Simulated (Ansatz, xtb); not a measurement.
## Ranking isomers of C2H7BrGeSi

4 gas-phase structures of C2H7BrGeSi, from a drawn sample of its isomers (lower ones may exist). Each was relaxed with GFN2-xTB; where two conformers were screened, the lower at r2SCAN-D4/def2-SVP is listed:

A. `C=C[SiH]([GeH3])Br`, a singlet
B. `C=[CH][GeH2][SiH2]Br`, a singlet
C. `C=[CH][GeH]([SiH3])[Br]`, a singlet
D. `C=C[SiH2][GeH2][Br]`, a singlet

Task: Which do you expect lowest at r2SCAN-D4/def2-SVP, and how would the others follow?

Result: Calculated order at r2SCAN-D4/def2-SVP: A (0.000), D (0.134), C (0.215), B (0.218) eV. Less than 1 kcal/mol parts C and B, so the order within that pair means little.

Energies above the lowest of each column, in eV; the last columns are at PBE-D3(BJ)/def2-SVP geometries:

| structure | GFN2-xTB | HF/STO-3G | r2SCAN-D4/def2-SVP | PBE-D3(BJ)/def2-SVP | CCSD(T)/def2-SVP + ΔMP2/def2-TZVPP |
| --- | --- | --- | --- | --- | --- |
| A | 0.414 | 0.000 | 0.000 | 0.000 | 0.000 |
| D | 0.020 | 0.205 | 0.134 | 0.132 | 0.153 |
| C | 0.000 | 0.247 | 0.215 | 0.204 | 0.180 |
| B | 0.309 | 0.152 | 0.218 | 0.229 | 0.188 |

CCSD(T)/def2-SVP + ΔMP2/def2-TZVPP puts A lowest; GFN2-xTB picks C. Flexible structures stand in one conformer each, not always the lowest. ΔMP2 is the change of the MP2 energy from the smaller to the larger basis.

Over these structures GFN2-xTB departs from r2SCAN-D4/def2-SVP by 0.209 eV on average once a common shift is removed. A GFN2-xTB relaxation took about 0.49 s and the r2SCAN-D4/def2-SVP energy about 6.3 s on a shared host (Ansatz 0.2.0, xtb 6.7.1).
